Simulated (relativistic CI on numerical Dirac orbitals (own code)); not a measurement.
# Tc²⁺: 4s photoemission

Computed with this model: Dirac-Coulomb-Breit CI, KLI orbitals optimised for each configuration, QED by a radiative potential, valence Slater integrals scaled by 0.8, multiplet model of photoemission in the sudden approximation; configurations [Kr] 4d5 → [Ar] 3d10 4s 4p6 4d5; 300 K; Lorentzian 2.8 eV and Gaussian 0.6 eV FWHM. Energies are those of the free ion, without screening or charge transfer. The energies are binding energies and can lie tens of eV above those of solids. Without intra-shell correlation the exchange splitting of an s hole comes out too large, often by half or more. S is read from ⟨S²⟩ = S(S + 1).

Field parameters in Wybourne normalisation: D4h B²₀ = −7Ds, B⁴₀ = 21(Dq − Dt), B⁴₄ = 21√(5/14) Dq; Td as Oh with Dq negative (B⁴₀ = 21Dq, B⁴₄ = √(5/14) B⁴₀). The field is a parameter set, without covalency.

Computed curve for Td, 10Dq = -16500 cm⁻¹, scaled to 100 at the maximum (points under 2 are left out and the grid is thinned):

(Energy (eV), Intensity): (90.0, 2.1), (90.4, 2.2), (90.8, 2.4), (91.2, 2.6), (91.6, 2.8), (92.4, 3.3), (92.8, 3.5), (93.2, 3.9), (93.6, 4.3), (94.0, 4.7), (94.4, 5.2), (94.8, 5.8), (95.2, 6.6), (96.0, 8.6), (96.4, 10.0), (96.8, 11.8), (97.2, 14.1), (97.6, 17.2), (98.0, 21.4), (98.4, 26.8), (98.8, 33.5), (99.2, 40.6), (100.0, 50.1), (100.4, 52.9), (100.8, 57.4), (101.2, 65.4), (101.6, 76.7), (102.0, 89.3), (102.4, 98.6), (102.8, 100.0), (103.6, 80.3), (104.0, 69.3), (104.4, 62.3), (104.8, 58.8), (105.2, 56.6), (105.6, 53.6), (106.0, 49.2), (106.4, 44.8), (107.2, 38.8), (107.6, 35.5), (108.0, 30.9), (108.4, 25.7), (108.8, 20.7), (109.2, 16.7), (109.6, 13.6), (110.0, 11.3), (110.4, 9.5), (111.2, 7.1), (111.6, 6.2), (112.0, 5.5), (112.4, 4.9), (112.8, 4.4), (113.2, 4.0), (113.6, 3.6), (114.0, 3.3), (114.8, 2.8), (115.2, 2.6), (115.6, 2.4), (116.0, 2.3), (116.4, 2.1)

The ground state has S = 1.30, and the centroid lies at 103.18 eV.
